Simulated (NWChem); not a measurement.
System: C₄H₈O; SMILES C[C@@H]1C[C@H]1O

NWChem input:

```
start job
memory heap 200 mb stack 700 mb global 900 mb
geometry units angstroms noautosym nocenter noautoz
  C     -0.487383     1.913984    -0.096502
  C     -0.065391     0.575264     0.445706
  C      1.225369    -0.071141     0.008069
  C     -0.077935    -0.658517    -0.412649
  O     -0.406245    -1.886423     0.138576
  H     -1.576163     2.061949    -0.011513
  H     -0.220701     2.012882    -1.160701
  H      0.005255     2.739627     0.441700
  H     -0.331761     0.382998     1.491489
  H      1.837805     0.436332    -0.742927
  H      1.785360    -0.638374     0.755730
  H     -0.367143    -0.522320    -1.466423
  H     -1.364406    -1.920497     0.229570
end
basis spherical
  C library def2-svp
  O library def2-svp
  H library def2-svp
end
dft
  xc xpbe96 cpbe96
  iterations 150
end
cosmo
  do_cosmo_smd true
  solvent water
end
task dft energy
```

Excerpt of the output:

```
             Northwest Computational Chemistry Package (NWChem) 7.3.0
             --------------------------------------------------------

                             Geometry "geometry" -> ""
                             -------------------------

 Output coordinates in angstroms (scale by  1.889725989 to convert to a.u.)

  No.       Tag          Charge          X              Y              Z
 ---- ---------------- ---------- -------------- -------------- --------------
    1 C                    6.0000    -0.48738300     1.91398400    -0.09650200
    2 C                    6.0000    -0.06539100     0.57526400     0.44570600
    3 C                    6.0000     1.22536900    -0.07114100     0.00806900
    4 C                    6.0000    -0.07793500    -0.65851700    -0.41264900
    5 O                    8.0000    -0.40624500    -1.88642300     0.13857600
    6 H                    1.0000    -1.57616300     2.06194900    -0.01151300
    7 H                    1.0000    -0.22070100     2.01288200    -1.16070100
    8 H                    1.0000     0.00525500     2.73962700     0.44170000
    9 H                    1.0000    -0.33176100     0.38299800     1.49148900
   10 H                    1.0000     1.83780500     0.43633200    -0.74292700
   11 H                    1.0000     1.78536000    -0.63837400     0.75573000
   12 H                    1.0000    -0.36714300    -0.52232000    -1.46642300
   13 H                    1.0000    -1.36440600    -1.92049700     0.22957000

 Effective nuclear repulsion energy (a.u.)     181.2332774731

  pbe96 is a nonlocal functional; adding pw91lda local functional.

                                 NWChem DFT Module
                                 -----------------

 Summary of "ao basis" -> "ao basis" (spherical)
 ------------------------------------------------------------------------------
       Tag                 Description            Shells   Functions and Types
 ---------------- ------------------------------  ------  ---------------------
 C                          def2-svp                 6       14   3s2p1d
 O                          def2-svp                 6       14   3s2p1d
 H                          def2-svp                 3        5   2s1p

 in cosmo_initialize ...
 calling solv_data for solv:h2o

 solvent parameters
 solvname_short: h2o
 solvname_long:  water
 dielec:       78.4000
 dielecinf:     1.7769
 aqueous SMD model solvent descriptors
 dielec:       78.4000
 sola:          0.8200

          ---------------
          -cosmo- solvent
          ---------------
 Cosmo: York-Karplus, doi: 10.1021/jp992097l
 dielectric constant -eps-     =  78.40
 screen = (eps-1)/(eps    )    =   0.98724
 surface charge correction     = lagrangian

   van der Waals surface
 --------------------------

 ---------- ATOMIC COORDINATES (A.U.) ------------ VDWR(ANG.) --
     1   -0.92102032    3.61690531   -0.18236234     1.850
     2   -0.12357107    1.08709133    0.84226221     1.850
     3    2.31561164   -0.13443700    0.01524820     1.850
     4   -0.14727579   -1.24441669   -0.77979354     1.850
     5   -0.76769173   -3.56482257    0.26187067     1.520
     6   -2.97851618    3.89651861   -0.02175642     1.200
     7   -0.41706442    3.80379543   -2.19340684     1.200
     8    0.00993051    5.17714434    0.83469197     1.200
     9   -0.62693738    0.72376127    2.81850552     1.200
    10    3.47294787    0.82454792   -1.40392846     1.200
    11    3.37384119   -1.20635194    1.42812262     1.200
    12   -0.69379967   -0.98704168   -2.77113765     1.200
    13   -2.57835348   -3.62921309    0.43382440     1.200
 number of segments per atom =        128
 number of   points per atom =        128
 atom (   nspa,  nppa )
 ----------------------
    1 (     57,     0 )       0
    2 (     30,     0 )       0
    3 (     57,     0 )       0
    4 (     38,     0 )       0
    5 (     64,     0 )       0
    6 (     54,     0 )       0
    7 (     52,     0 )       0
    8 (     53,     0 )       0
    9 (     53,     0 )       0
   10 (     55,     0 )       0
   11 (     57,     0 )       0
   12 (     54,     0 )       0
   13 (     65,     0 )       0
 number of -cosmo- surface points =      689
 molecular surface =    112.548 angstrom**2
 molecular volume  =     84.438 angstrom**3
 -lineq- algorithm             =   0
 -bem- low  level              =   3
 -bem- from -octahedral-
 gaussian surface charge width =   4.50000
 degree of switching           =   1.00000
 switching function tolerance  =   0.00010
 atomic radii =
 --------------
    1  6.000  1.850
    2  6.000  1.850
    3  6.000  1.850
    4  6.000  1.850
    5  8.000  1.520
    6  1.000  1.200
    7  1.000  1.200
    8  1.000  1.200
    9  1.000  1.200
   10  1.000  1.200
   11  1.000  1.200
   12  1.000  1.200
   13  1.000  1.200
 ...... end of -cosmo- initialization ......

 nat:                    13
 ixmem:                  9153
 calling mnsol_interface()
 G(SMD-CDS) energy (kcal/mol)  =     2.777
 SMD-CDS SASA (angstrom**2)    =   146.208

            General Information
            -------------------
          SCF calculation type: DFT
          Wavefunction type:  closed shell.
          No. of atoms     :    13
          No. of electrons :    40
           Alpha electrons :    20
            Beta electrons :    20
          Charge           :     0
          Spin multiplicity:     1
          Use of symmetry is: off; symmetry adaption is: off
          Maximum number of iterations: 150
          AO basis - number of functions:   110
                     number of shells:    54
          Convergence on energy requested:  1.00D-06
          Convergence on density requested:  1.00D-05
          Convergence on gradient requested:  5.00D-04

              XC Information
              --------------
          PerdewBurkeErnzerhof Exchange Functional  1.000
            Perdew 1991 LDA Correlation Functional  1.000 local
           PerdewBurkeErnz. Correlation Functional  1.000 non-local

             Grid Information
             ----------------
          Grid used for XC integration:  medium
          Radial quadrature: Mura-Knowles
          Angular quadrature: Lebedev.
          Tag              B.-S. Rad. Rad. Pts. Rad. Cut. Ang. Pts.
          ---              ---------- --------- --------- ---------
          C                   0.70       49          11.0       434
          O                   0.60       49          12.0       434
          H                   0.35       45          12.0       434
          Grid pruning is: on
          Number of quadrature shells:   605
          Spatial weights used:  Erf1

      Superposition of Atomic Density Guess
      -------------------------------------

 Sum of atomic energies:        -229.18462805

      Non-variational initial energy
      ------------------------------

 Total energy =    -232.675076
 1-e energy   =    -667.633196
 2-e energy   =     253.724843
 HOMO         =      -0.301263
 LUMO         =       0.107533

   convergence    iter        energy       DeltaE   RMS-Dens  Diis-err
 ---------------- ----- ----------------- --------- --------- ---------
     COSMO gas phase
 d= 0,ls=0.0,diis     1   -231.8912559830 -4.13D+02  1.43D-02  5.93D-01
 d= 0,ls=0.0,diis     2   -231.8839845529  7.27D-03  9.30D-03  7.51D-01
 d= 0,ls=0.0,diis     3   -231.9470448819 -6.31D-02  2.37D-03  1.03D-01
 d= 0,ls=0.0,diis     4   -231.9562010449 -9.16D-03  5.93D-04  3.10D-03
 d= 0,ls=0.0,diis     5   -231.9564667024 -2.66D-04  2.23D-04  7.29D-04
  Resetting Diis
 d= 0,ls=0.0,diis     6   -231.9565594954 -9.28D-05  3.09D-05  6.32D-06
 d= 0,ls=0.0,diis     7   -231.9565600819 -5.86D-07  2.20D-05  1.31D-06
 d= 0,ls=0.0,diis     8   -231.9565598247  2.57D-07  1.33D-05  3.31D-06
 d= 0,ls=0.0,diis     9   -231.9565602517 -4.27D-07  9.07D-07  1.12D-08

   convergence    iter        energy       DeltaE   RMS-Dens  Diis-err
 ---------------- ----- ----------------- --------- --------- ---------
     COSMO solvation phase
 d= 0,ls=0.0,diis     1   -231.9607012106 -4.14D-03  2.21D-03  5.38D-03
 d= 0,ls=0.0,diis     2   -231.9615960042 -8.95D-04  6.63D-04  4.35D-03
 d= 0,ls=0.0,diis     3   -231.9619482899 -3.52D-04  2.36D-04  9.05D-04
 d= 0,ls=0.0,diis     4   -231.9620250802 -7.68D-05  6.89D-05  5.42D-05
 d= 0,ls=0.0,diis     5   -231.9620300649 -4.98D-06  2.01D-05  6.33D-06
 d= 0,ls=0.0,diis     6   -231.9620308818 -8.17D-07  2.85D-06  8.94D-08

         Total DFT energy =     -231.962030881791
      One electron energy =     -673.087237993036
           Coulomb energy =      292.619638690032
    Exchange-Corr. energy =      -32.975200525983
 Nuclear repulsion energy =      181.233277473146

             COSMO energy =        0.247491474051

 Numeric. integr. density =       39.999997190762

                                COSMO-SMD solvation results
                                ---------------------------

             internal energy in gas <Psi(g)|H|Psi(g)> =      -231.956560251709
         internal energy in solvent <Psi(s)|H|Psi(s)> =      -231.954955646974
                               delta internal energy  =         0.001604604735 (    1.01 kcal/mol)
   total free energy in solvent <Psi(s)|H+V/2|Psi(s)> =      -231.966456097572
 polarization energy contribution <Psi(s)|V/2|Psi(s)> =        -0.011500450598 (   -7.22 kcal/mol)
    total free energy in solvent including G(SMD-CDS) =      -231.962030881791
                       G(SMD-CDS) energy contribution =         0.004425215780 (    2.78 kcal/mol)
     1 M fixed-concentration free energy of solvation =        -0.005470630082 (   -3.43 kcal/mol)

                       DFT Final Molecular Orbital Analysis
                       ------------------------------------

 Vector   18  Occ=2.000000D+00  E=-2.795568D-01
              MO Center= -8.8D-02, -4.5D-01,  1.4D-01, r^2= 3.5D+00
   Bfn.  Coefficient  Atom+Function         Bfn.  Coefficient  Atom+Function
  ----- ------------  ---------------      ----- ------------  ---------------
    62      0.417686   5 O  pz               65      0.294288   5 O  pz
    45      0.279812   4 C  s                18     -0.259257   2 C  px
    31     -0.205473   3 C  s                33     -0.182431   3 C  py
     4      0.169856   1 C  px               71     -0.165783   6 H  s
    32      0.156587   3 C  px               17     -0.144090   2 C  s

 Vector   19  Occ=2.000000D+00  E=-2.422250D-01
              MO Center=  2.7D-01, -4.1D-01, -6.7D-02, r^2= 2.7D+00
   Bfn.  Coefficient  Atom+Function         Bfn.  Coefficient  Atom+Function
  ----- ------------  ---------------      ----- ------------  ---------------
    46      0.327826   4 C  px               33     -0.295018   3 C  py
    34     -0.212372   3 C  pz               60     -0.208117   5 O  px
    36     -0.174406   3 C  py               31      0.167403   3 C  s
    62     -0.163587   5 O  pz               59     -0.154964   5 O  s
   106      0.154832  13 H  s               101     -0.146260  12 H  s

 Vector   20  Occ=2.000000D+00  E=-2.110191D-01
              MO Center= -1.7D-01, -6.1D-01,  2.9D-02, r^2= 2.9D+00
   Bfn.  Coefficient  Atom+Function         Bfn.  Coefficient  Atom+Function
  ----- ------------  ---------------      ----- ------------  ---------------
    62      0.359525   5 O  pz               65      0.275352   5 O  pz
    17     -0.253686   2 C  s                18      0.248499   2 C  px
    61      0.240186   5 O  py               19      0.208361   2 C  py
    64      0.199169   5 O  py               48     -0.180908   4 C  pz
   101      0.163868  12 H  s                47     -0.158610   4 C  py

 Vector   21  Occ=0.000000D+00  E= 5.013999D-02
              MO Center= -5.5D-01, -2.9D-01, -5.8D-01, r^2= 6.7D+00
   Bfn.  Coefficient  Atom+Function         Bfn.  Coefficient  Atom+Function
  ----- ------------  ---------------      ----- ------------  ---------------
     3      1.092022   1 C  s               102     -0.913889  12 H  s
    45      0.824889   4 C  s               107     -0.769385  13 H  s
    92     -0.697527  10 H  s                59      0.574318   5 O  s
    72     -0.561494   6 H  s                77     -0.550322   7 H  s
    82     -0.389731   8 H  s                51     -0.384110   4 C  pz

 Vector   22  Occ=0.000000D+00  E= 5.463203D-02
              MO Center=  3.8D-02,  6.4D-01,  8.6D-01, r^2= 6.2D+00
   Bfn.  Coefficient  Atom+Function         Bfn.  Coefficient  Atom+Function
  ----- ------------  ---------------      ----- ------------  ---------------
     3      1.488493   1 C  s                87     -1.185966   9 H  s
    17      0.882321   2 C  s                97     -0.879111  11 H  s
    82     -0.773940   8 H  s                72     -0.719800   6 H  s
    31      0.501986   3 C  s                23      0.450088   2 C  pz
    45     -0.419371   4 C  s                22     -0.382651   2 C  py

 Vector   23  Occ=0.000000D+00  E= 6.519431D-02
              MO Center= -5.9D-01, -3.1D-01, -3.8D-01, r^2= 7.1D+00
   Bfn.  Coefficient  Atom+Function         Bfn.  Coefficient  Atom+Function
  ----- ------------  ---------------      ----- ------------  ---------------
     3      0.983728   1 C  s                77     -0.937653   7 H  s
   107      0.900541  13 H  s                31      0.695022   3 C  s
    92     -0.650479  10 H  s                59     -0.587270   5 O  s
   102     -0.490786  12 H  s                87      0.417178   9 H  s
    82     -0.369340   8 H  s                 9     -0.316292   1 C  pz

     Multipole analysis of the density
     ---------------------------------

     L   x y z        total         alpha         beta         nuclear
     -   - - -        -----         -----         ----         -------
     0   0 0 0      0.000000    -20.000000    -20.000000     40.000000

     1   1 0 0     -0.647361     -0.405171     -0.405171      0.162981
     1   0 1 0      0.459820      0.212191      0.212191      0.035438
     1   0 0 1     -0.123653     -0.357831     -0.357831      0.592008

     2   2 0 0    -21.155814    -51.683240    -51.683240     82.210665
     2   1 1 0      2.201133      3.314069      3.314069     -4.427005
     2   1 0 1     -0.392598     -0.017960     -0.017960     -0.356678
     2   0 2 0    -25.681408   -147.793284   -147.793284    269.905160
     2   0 1 1     -0.359303      1.774556      1.774556     -3.908416
     2   0 0 2    -22.845611    -28.415101    -28.415101     33.984591
```

Level: PBE/def2-SVP, SMD on the gas-phase geometry. Geometry: optimised at PBE0/def2-SVP. No frequency run checked for a minimum. Solvent: water.
